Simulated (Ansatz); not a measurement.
Frontier orbitals of `Cl[SiH]1[BH][GeH2]1`.

Z-matrix (Å, degrees):
```
Si
B 1 1.859
Ge 1 2.929 2 40.0
Cl 1 2.042 2 128.8 3 179.4
H 1 1.480 2 124.7 3 -0.4
H 2 1.187 1 131.6 3 -179.5
H 3 1.539 1 166.6 2 1.7
H 3 1.538 1 84.8 2 -179.7
```

The species carries charge 0 and has multiplicity 1. Correlated methods include outer-core shells of Ge, which these sets cover unevenly. Scalar relativity is left out up to krypton. The structure was optimised at the PBE0-D4/def2-TZVP level. Basis def2-TZVPP, Ansatz 0.2.0.

```
             functional  HOMO (eV)  LUMO (eV)  gap (eV)
                    PBE      -5.70      -3.37      2.33
                 r2SCAN      -5.87      -3.32      2.55
                 B97M-V      -5.78      -3.24      2.54
                   PBE0      -6.45      -2.69      3.76
                  B3LYP      -6.26      -2.84      3.42
HSE06 (plane-wave form)      -6.07      -3.05      3.02
                  BHLYP      -7.01      -1.86      5.15
                ωB97M-V      -8.25      -0.93      7.32
                     HF      -7.81       0.26      8.07
```

A quarter of exact exchange (PBE0) shifts PBE's HOMO by −0.76 eV and its LUMO by +0.68 eV; full exchange at long range (ωB97M-V) shifts them by −2.56 and +2.44 eV. The gap opens from 2.33 to 7.33 eV, since occupied levels lose self-interaction and empty ones feel all the electrons.

B3LYP here is the variant with VWN-RPA as its local correlation; programs differ in this.
